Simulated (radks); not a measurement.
A nucleus of charge 72.5 with 71 electrons, 71 electrons, occupied as [Xe] 4f14 5d3.

Calculated with a radial shooting solver on a logarithmic mesh with Libxc functionals: scalar-relativistic Kohn-Sham, PBE, spin-polarised, spherical densities, finite nucleus; open shells are filled with parallel spins first (spin-orbit coupling, left out, can overturn this in heavy ions); Fermi nuclear charge, rms radius 5.3507 fm.

Energy parts (hartree):
part                       energy
total                 -15337.2772
kinetic                16822.2356
electron-nucleus      -37827.6864
Hartree                 5979.3360
exchange-correlation    -311.1625

Orbitals (lengths in bohr, moments of r in powers of bohr; r(max) is where P^2 peaks; r(90%) holds 90 % of the orbital's charge):
orbital  occ.  eigenvalue (hartree)   <1/r>   r(max)  r(90%)       <r^4>
1s down     1             -2436.866   84.59  0.01179  0.0342   6.411e-07
1s up       1             -2436.865   84.59  0.01179  0.0342   6.411e-07
2s up       1             -418.0332   19.76  0.06746   0.124  0.00009722
2s down     1             -418.0296   19.76  0.06746   0.124  0.00009722
2p up       3             -366.8260   18.00  0.05521   0.116  0.00007566
2p down     3             -366.8232   18.00  0.05521   0.116  0.00007566
3s up       1             -95.78087   7.313   0.1904   0.303    0.003595
3s down     1             -95.78052   7.313   0.1904   0.303    0.003595
3p up       3             -80.50984   6.774   0.1881   0.309    0.003847
3p down     3             -80.50932   6.774   0.1881   0.309    0.003847
3d up       5             -62.54170   6.407   0.1533   0.291    0.002982
3d down     5             -62.53979   6.406   0.1533   0.291    0.002982
4s up       1             -19.69409   3.100   0.4331   0.666     0.08547
4s down     1             -19.69186   3.100   0.4331   0.666     0.08547
4p up       3             -14.68277   2.821   0.4538   0.716      0.1139
4p down     3             -14.68080   2.821   0.4539   0.716      0.1139
4d up       5              -8.23121   2.504   0.4662   0.794      0.1714
4d down     5              -8.22868   2.504   0.4662   0.794      0.1709
5s up       1              -2.94320   1.186    1.004    1.62       2.992
5s down     1              -2.90375   1.195    1.000    1.61       2.906
5p up       3              -1.76128  0.9861    1.147    1.95       6.232
5p down     3              -1.70493  0.9972    1.139    1.93       6.008
4f up       7              -1.11759   1.955   0.4480    1.12      0.8455
4f down     7              -1.10837   1.965   0.4477    1.10      0.7833
5d up       3              -0.49810  0.6064    1.632    3.36       54.77
5d down     0              -0.41975  0.6090    1.607    3.38       56.88

The highest occupied level is 5d up at -13.554 eV. Summed over all electrons, <r^2> = 44.97 bohr^2, which gives a Langevin (diamagnetic) susceptibility term of -35.6 x 10^-6 cm^3/mol. The density falls to 0.001 e/bohr^3 at r = 3.94 bohr. The spin density at the nucleus is -12.33 e/bohr^3 (1s -0.02, 2s -0.68, 3s 0.21, 4s 0.70, 5s -12.54). The electron density at the nucleus is 1.337e+06 e/bohr^3 (large components only). Spin moment in Bohr magnetons: 3.
